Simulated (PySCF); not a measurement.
## Static response to an electric field

C4H10Ge.
SMILES with atom numbers: `[CH3:1][C:2]1([GeH3:3])[CH2:4][CH2:5]1` (hydrogens: H6, H7, H8 on C1; H9, H10, H11 on Ge3; H12, H13 on C4; H14, H15 on C5)

Geometry (PBE0-D3(BJ)/def2-SVP, Å), atoms numbered from 1 in this order:
```
atom  x, y, z in Å
C1    -0.694   -0.492   -1.161
C2     0.003   -0.146    0.135
Ge3    1.929    0.116   -0.002
C4    -0.738    0.704    1.136
C5    -0.524   -0.753    1.411
H6    -0.297   -1.423   -1.598
H7    -0.576    0.308   -1.910
H8    -1.775   -0.637   -1.000
H9     2.492    0.434    1.399
H10    2.251    1.288   -0.953
H11    2.612   -1.156   -0.546
H12   -0.186    1.434    1.735
H13   -1.747    1.030    0.862
H14    0.178   -1.038    2.201
H15   -1.385   -1.423    1.322
```

Level: B3LYP/def2-SVPD (PySCF), static field, nuclei fixed, core orbitals frozen in the response. The polarisability tensor in these axes (au):

```
x   86.79  1.50 -3.40
y    1.50 72.95  0.78
z   -3.40  0.78 79.44
```

Give the principal values, the mean and the anisotropy Δα = √{½[(α1 − α2)² + (α2 − α3)² + (α1 − α3)²]}.

Principal values 72.58, 78.39 and 88.21 au; mean 79.73 au = 11.81 Å³ = 13.14 × 10⁻⁴⁰ C²·m²/J; Δα = 13.68 au (17 % of the mean).

What is the dipole moment, and where does it point?

(-0.75, -0.11, 0.02) D, 0.76 D in size, pointing from the negative to the positive side. Measured along this direction, the outermost atoms are H9, H10 and H11 at the negative end and H8 at the positive end.

Directions of the eigenvectors, and the extent of the frame along each?

Largest value along (0.93, 0.07, -0.36), where the nuclei span 4.41 Å; middle along (0.33, 0.22, 0.92), 4.09 Å; least along (-0.15, 0.97, -0.18), 2.54 Å. The response follows the extents in order.

Orientational against electronic polarisability at 500 K (dilute gas, rigid molecules)?

In Gaussian units μ²/3kT = 2.81 Å³ against 11.81 Å³, a ratio of 0.24; the Debye molar polarisation (4π/3)N_A(α + μ²/3kT) is 36.9 cm³/mol, leaving out the vibrational part.

Find the Langevin capture rate constant for NO+ (29.998 u) meeting this molecule (131.999 u), k = 2.342 × 10⁻⁹ cm³/s × √(α in Å³ / reduced mass in u).

The reduced mass is 24.44 u, so k = 1.63 × 10⁻⁹ cm³/s. The formula leaves out the permanent dipole, which adds to the capture rate.

What molar refraction does this α imply?

Lorentz–Lorenz: R = (4π/3)N_A α = 2.5225 cm³/(mol·Å³) × 11.81 Å³ = 29.8 cm³/mol, in the limit of long wavelengths.

Isolated species at its PBE0-D3(BJ)/def2-SVP geometry, gas phase. The calculation is non-relativistic, for germanium too.

The run behind these numbers computed excited states and ΔSCF ions as well. Hardware: Arm Neoverse N1, one thread, shared host with 64 logical CPUs at a one-minute load of 62. Cost: 5.1 min (grids of density and orbitals included), 0.99 GiB resident at most.
